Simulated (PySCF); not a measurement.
## Telling isomers of C$_{7}$H$_{13}$N apart by NMR

[PySCF 2.14.0 with density-fitted response routines: geometry: GFN2-xTB; shieldings: GIAO PBE0/pcSseg-1; one computed conformer; relativity neglected; equivalent nuclei averaged; gas phase]

References, each an isolated molecule treated in the same way: TMS for 1H (31.72 ppm), 13C (186.93 ppm). Where no couplings were computed, multiplicities follow the n + 1 count of equivalent neighbours, and m marks all less simple cases (inequivalent or close neighbours, rings, F or P nearby). Shifts are as computed. Against solution values, carbons near 30 ppm lie about +3 ppm off and those near 130 ppm about +5 ppm. Of 1211 compounds with measured shifts, 218 miss one by over three times the rms of a fit or turn the order of signals round; such compounds aren't used in these exercises.

(1) Tabulate the signals of `C/N=C\CC=C(C)C`, `C/N=C1/CCC1(C)C`, `CC(C)C(C)(C)C#N` and their relative energies.

(2) What is the quickest way to tell C/N=C\CC=C(C)C from CC(C)C(C)(C)C#N?

(3) What is the quickest way to tell C/N=C\CC=C(C)C from C/N=C1/CCC1(C)C?

(4) What is the quickest way to tell C/N=C1/CCC1(C)C from CC(C)C(C)(C)C#N?

Answers

(1) 
| SMILES | carbon types | δC | δH | E rel. (kcal/mol) |
| --- | --- | --- | --- | --- |
| C/N=C\CC=C(C)C | 1×C 2×CH 1×CH2 3×CH3 | 161.8, 143.5, 124.1, 40.4, 30.1, 29.3, 19.3 | 7.41 (t, 1H), 5.37 (t, 1H), 3.61 (s, 3H), 2.98 (m, 2H), 1.86 (s, 3H), 1.85 (s, 3H) | 24.6 |
| C/N=C1/CCC1(C)C | 2×C 2×CH2 3×CH3 | 178.5, 50.9, 41.7, 31.9, 28.8, 27.9 | 3.63 (s, 3H), 2.75 (m, 2H), 1.57 (m, 2H), 1.32 (s, 6H) | 20.0 |
| CC(C)C(C)(C)C#N | 2×C 1×CH 4×CH3 | 128.7, 41.5, 35.1, 29.3, 21.1 | 1.36 (s, 6H), 1.31 (m, 1H), 1.20 (m, 6H) | 0.0 |

Energies are electronic energies at PBE0/pcSseg-1 on these geometries, without zero-point or thermal terms, each for the one conformer computed, which needn't be the lowest.

(2) Count the carbon signals: 7 against 5. The first has a C=N carbon (CH) at 161.8 ppm, the second an sp3 CH at 41.5 ppm. Their most deshielded carbons lie at 161.8 and 128.7 ppm. In the proton spectra the most deshielded non-exchanging signals are 7.41 (t, 1H) and 1.36 (s, 6H).

(3) Count the carbon signals: 7 against 6. The first has a C=N carbon (CH) at 161.8 ppm, the second a quaternary sp3 carbon in a ring (C) at 50.9 ppm. Their most deshielded carbons lie at 161.8 and 178.5 ppm. In the proton spectra the most deshielded non-exchanging signals are 7.41 (t, 1H) and 3.63 (s, 3H).

(4) Count the carbon signals: 6 against 5. The first has an sp3 CH2 in a ring at 31.9 ppm, the second an sp3 CH at 41.5 ppm. Their most deshielded carbons lie at 178.5 and 128.7 ppm. In the proton spectra the most deshielded non-exchanging signals are 3.63 (s, 3H) and 1.36 (s, 6H).
